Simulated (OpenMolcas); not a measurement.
Cl4+: input and output

Input:

```
&GATEWAY
Coord
1

Cl 0.0 0.0 0.0
Basis=ANO-RCC-VQZP
Group=XYZ
NoMove
AngMom=0.0 0.0 0.0
AMFI
&SEWARD
&RASSCF
FileOrb=start.orb
Symmetry=2
Spin=4
nActEl=3 0 0
Inactive=2 3
Ras2=1 3
CIRoot=1 1 1
SDav=1
CIMx=300
Iter=120 100
PrWF=0.3
OrbListing=Nothing
MaxOrb=0
Atom
>>> COPY $Project.JobIph JOBPRE
&RASSCF
FileOrb=start.orb
Symmetry=2
Spin=4
nActEl=3 0 2
Inactive=2 3
Ras2=1 3
Ras3=5 0
CIRoot=1 1 1
SDav=46
CIMx=300
Iter=120 100
PrWF=0.3
OrbListing=Nothing
MaxOrb=0
Thrs=2.0e-7 1.0e-1 5.0e-4
Atom
>>> COPY $Project.JobIph JOB001
&RASSCF
FileOrb=start.orb
Symmetry=2
Spin=2
nActEl=3 0 2
Inactive=2 3
Ras2=1 3
Ras3=5 0
CIRoot=11 11 1
SDav=116
CIMx=300
Iter=120 100
PrWF=0.3
OrbListing=Nothing
MaxOrb=0
Thrs=2.0e-7 1.0e-1 5.0e-4
Atom
>>> COPY $Project.JobIph JOB002
&RASSCF
FileOrb=start.orb
Symmetry=1
Spin=4
nActEl=3 0 2
Inactive=2 3
Ras2=1 3
Ras3=5 0
CIRoot=3 3 1
SDav=28
CIMx=300
Iter=120 100
PrWF=0.3
OrbListing=Nothing
MaxOrb=0
Thrs=2.0e-7 1.0e-1 5.0e-4
Atom
>>> COPY $Project.JobIph JOB003
&RASSCF
FileOrb=start.orb
Symmetry=1
Spin=2
nActEl=3 0 2
Inactive=2 3
Ras2=1 3
Ras3=5 0
CIRoot=9 9 1
SDav=84
CIMx=300
Iter=120 100
PrWF=0.3
OrbListing=Nothing
MaxOrb=0
Thrs=2.0e-7 1.0e-1 5.0e-4
Atom
>>> COPY $Project.JobIph JOB004
&RASSI
NrOfJobIphs=4 1 11 3 9
1
1 2 3 4 5 6 7 8 9 10 11
1 2 3
1 2 3 4 5 6 7 8 9
IphNames
JOB001
JOB002
JOB003
JOB004
EJob
SpinOrbit
DIPRint=1.0
SOCoupling=1000.0
Subsets=2
MEES
Property=10
'ANGMOM' 1 'ANGMOM' 2 'ANGMOM' 3 'MLTPL  1' 1 'MLTPL  1' 2 'MLTPL  1' 3
'AMFI' 1 'AMFI' 2 'AMFI' 3 'MLTPL  2' 6
SOProperty=3
'ANGMOM' 1 'ANGMOM' 2 'ANGMOM' 3
```

A driver script runs the steps one by one and writes start.orb anew before each from the orbitals found so far.

Output, cut to the results:

```
--- SEWARD ---
Basis set label: CL.ANO-RCC...6S5P3D2F1G.

      Electronic valence basis set:
      ------------------
      Associated Effective Charge  17.000000 au
      Associated Actual Charge     17.000000 au
      Nuclear Model: Point charge

      Shell  nPrim  nBasis  Cartesian Spherical Contaminant
         s      17       6        X
         p      12       5        X
         d       5       3                 X
         f       4       2                 X
         g       2       1                 X
                  Relativistic Douglas-Kroll-Hess integrals:
                    - DKH order of Hamiltonian: 2
                    - DKH order of Properties : 0
                  Atomic mean-field integrals
--- RASSCF ---
Wave function specifications:
      -----------------------------

      Number of closed shell electrons          10
      Number of electrons in active shells       3
      Max number of holes in RAS1 space          0
      Max nr of electrons in RAS3 space          2
      Number of inactive orbitals                5
      Number of active orbitals                  9
      Number of secondary orbitals              45
      Spin quantum number                      1.5
      State symmetry                             2
Orbital specifications:
      -----------------------

      Symmetry species                           1   2
                                                ag  au
      Frozen orbitals                            0   0
      Inactive orbitals                          2   3
      Active orbitals                            6   3
      RAS1 orbitals                              0   0
      RAS2 orbitals                              1   3
      RAS3 orbitals                              5   0
      Secondary orbitals                        22  23
      Deleted orbitals                           0   0
      Number of basis functions                 30  29
      Number of CSFs                            46
      Number of root(s) required                 1
      Iter CI   SX   CI       RASSCF       Energy    max ROT     max BLB   max BLB  Level Ln srch  Step   QN
          iter iter root      energy       change     param      element    value   shift minimum  type update
 Nr of preliminary CI iterations:   1
 ###############################################################################
 ###############################################################################
 ###                                                                         ###
 ###                                                                         ###
 ###    WARNING: Problems in orbital optimization.                           ###
 ###                                                                         ###
 ###                                                                         ###
 ###############################################################################
 ###############################################################################
  Warning: In symmetry  1, orbital p=   3 has diagonal density matrix element D(p,p) close to zero. D(p,p)=  2.690148E-28
        1   1    3    1  -455.28820245    0.00E+00  -1.20E-06    2   9 1  7.27E-07   0.50   0.00    SX    NO
        ...
 ###############################################################################
 ###############################################################################
  Warning: In symmetry  1, orbital p=   3 has diagonal density matrix element D(p,p) close to zero. D(p,p)=  1.198880E-27
        4   1    1    1  -455.28820245    2.27E-13   0.00E+00    2   3 1 -2.93E-08   0.50   0.00    SX    NO
      Convergence after  4 iterations
        5   1    1    1  -455.28820245   -4.55E-13   0.00E+00    2   3 1 -2.93E-08   0.50   0.00    SX    NO
      Natural orbitals and occupation numbers for root  1
      sym 1:   0.000000   0.006044   0.006044   0.006044   0.006044   0.006044
      sym 2:   0.989927   0.989927   0.989927
::    RASSCF root number  1 Total energy:   -455.28820245
--- RASSCF ---
Wave function specifications:
      -----------------------------

      Number of closed shell electrons          10
      Number of electrons in active shells       3
      Max number of holes in RAS1 space          0
      Max nr of electrons in RAS3 space          2
      Number of inactive orbitals                5
      Number of active orbitals                  9
      Number of secondary orbitals              45
...
--- RASSI ---
SPIN-FREE ENERGIES:
  (Shifted by EMIN (a.u.) =       -456.3441893200)

 SF State       Relative EMIN(au)   Rel lowest level(eV)    D:o, cm**(-1)      L_eff

     2             0.0000000000        0.0000000000              0.0000         1.0
     3             0.0000000000        0.0000000000              0.0000         1.0
     4             0.0000000000        0.0000000000              0.0000         1.0
    13             0.3760692211       10.2333648308          82537.6537         1.0
    14             0.3760692211       10.2333648308          82537.6537         1.0
    15             0.3760692211       10.2333648308          82537.6537         1.0
    16             0.5192232074       14.1287832434         113956.3220         2.0
    17             0.5192232074       14.1287832434         113956.3220         2.0
    18             0.5192232074       14.1287832434         113956.3220         2.0
    19             0.5192232074       14.1287832434         113956.3220         2.0
    20             0.5192232074       14.1287832434         113956.3220         2.0
    21             0.6810727186       18.5329328076         149478.1838         0.0
    22             0.7369812645       20.0542818437         161748.6913         1.0
    23             0.7369812645       20.0542818437         161748.6913         1.0
    24             0.7369812645       20.0542818437         161748.6913         1.0
     7             1.0198195907       27.7507047835         223824.5287         2.0
     8             1.0198195907       27.7507047835         223824.5287         2.0
     9             1.0198195907       27.7507047835         223824.5287         2.0
     5             1.0198195907       27.7507047835         223824.5287         2.0
     6             1.0198195907       27.7507047835         223824.5287         2.0
     1             1.0559868698       28.7348665841         231762.3290         0.0
...
```

Levels above the lowest, from the spin-orbit matrix, grouped by J:

| Configuration | Term | J | E (cm-1) | g | Term weight % |
| --- | --- | --- | --- | --- | --- |
| 3s2 3p | 2P* | 1/2 | 0.0 | 0.666 | 100 |
| 3s2 3p | 2P* | 3/2 | 1312 | 1.334 | 100 |
| 3s 3p2 | 4P | 1/2 | 82631 | 2.670 | 100 |
| 3s 3p2 | 4P | 3/2 | 83103 | 1.735 | 100 |
| 3s 3p2 | 4P | 5/2 | 83860 | 1.601 | 100 |
| 3s 3p2 | 2D | 3/2 | 114814 | 0.800 | 100 |
| 3s 3p2 | 2D | 5/2 | 114852 | 1.201 | 100 |
| 3s 3p2 | 2S | 1/2 | 150327 | 1.998 | 100 |
| 3s 3p2 | 2P | 1/2 | 162080 | 0.671 | 100 |
| 3s 3p2 | 2P | 3/2 | 162925 | 1.334 | 100 |

Active for correlation alone: 3d; no level in the range computed is led by a configuration that fills it, so any true level of that kind is missing. Only configurations of the active space appear. The first state left out of the spin-orbit step lies near 220000 cm-1 above the lowest spin-free state of the reference (among the parities and spins computed), and the list stops at four fifths of that energy or lower.

The term weight is that of the spin-free term in the level, not the purity of its configuration. * marks odd parity.
